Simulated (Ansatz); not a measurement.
Consider the hydrogenolysis of the Si–C bond: `O[SiH2]CBr` + H₂ → `O[SiH3]` + `CBr`.

Program: Ansatz. Geometries: PBE0-D4/def2-TZVP. ΔE: electronic, gas phase. CCSD(T)/CBS adds triple-zeta CCSD(T) − MP2 to the extrapolated MP2 energy (def2 sets, frozen cores). This one scheme is used for every species. Functionals use def2-TZVPP. B3LYP here is the variant with VWN-RPA as its local correlation; programs differ in this. For Br outer-core shells are correlated without core-valence functions, which leaves a few kJ/mol of doubt a bond. Scalar relativity is left out up to krypton. Each species was taken in one conformer, which may not be the lowest.

```csv
level,ΔE (kcal/mol),difference from CCSD(T)/CBS
LDA (SPW92),-2.7,0.8
PBE-D4,-3.3,0.2
BLYP-D4,-3.9,-0.4
r2SCAN-D4,-3.5,0.0
r2SCAN0-D4,-4.3,-0.8
ωB97M-V,-4.0,-0.5
B2PLYP,-5.9,-2.4
PBE-QIDH,-4.7,-1.2
PBE0,-5.7,-2.2
B3LYP,-7.4,-3.9
r2SCANh,-4.3,-0.8
r2SCAN0,-4.8,-1.3
MP2/def2-SVP,-5.9,-2.4
CCSD(T)/def2-SVP,-7.4,-3.9
HF/def2-QZVPP,-11.1,-7.6
HF/CBS(def2),-11.1,-7.6
CCSD(T)/CBS,-3.5,0
```

Largest T1 diagnostic among the species: 0.011.

Leaving LDA and LC-ωPBE aside and taking each functional with its dispersion term where it has one, the values, not all of them listed here, spread over 3.3 kcal/mol, from B2PLYP to revPBE-D4. LDA lies +2.2 kcal/mol from PBE without D4. The D4 term adds +2.7 kcal/mol with B3LYP and +1.5 kcal/mol with PBE0; it sums over pairs of atoms, weighted by their polarisabilities, and B3LYP, whose exchange is more repulsive, gets the larger term.
